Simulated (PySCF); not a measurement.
# Electronic structure of F⁺ (fluorine, charge +1) at the PBE level

Configuration: [He] 2s2 2p3 3s1, high-spin 5S determinant (an excited configuration). Calculation: PySCF 2.14, in aug-cc-pVQZ-DK (6s5p4d3f2g, 80 functions); scalar relativity by spin-free X2C-1e.

| Item | Value |
| --- | --- |
| Total energy | -98.2993 hartree |
| One-electron energy | -129.2601 hartree |
| Hartree (Coulomb) energy | 40.4766 hartree |
| Exchange-correlation energy | -9.5157 hartree |
| ⟨S²⟩ | 6.0007 |
| ⟨L²⟩ | 0.000 |
| Sum of ⟨r⟩ | 7.983 bohr |
| Sum of ⟨r²⟩ | 15.99 bohr² |
| Langevin diamagnetic susceptibility | -12.7 ×10⁻⁶ cm³/mol |

```csv
shell,electrons,mean orbital energy (hartree),"rms radius, mean of both spins (bohr)"
1s α,1,-25.72613,0.205
1s β,1,-25.61898,0.205
2s α,1,-2.23421,1.01
2s β,1,-1.96732,1.01
2p α,3,-1.54019,0.999
3s α,1,-0.37505,3.29
```

The outer electron is Rydberg-like, and this basis confines it to a smaller radius and binds it less than a complete one would.
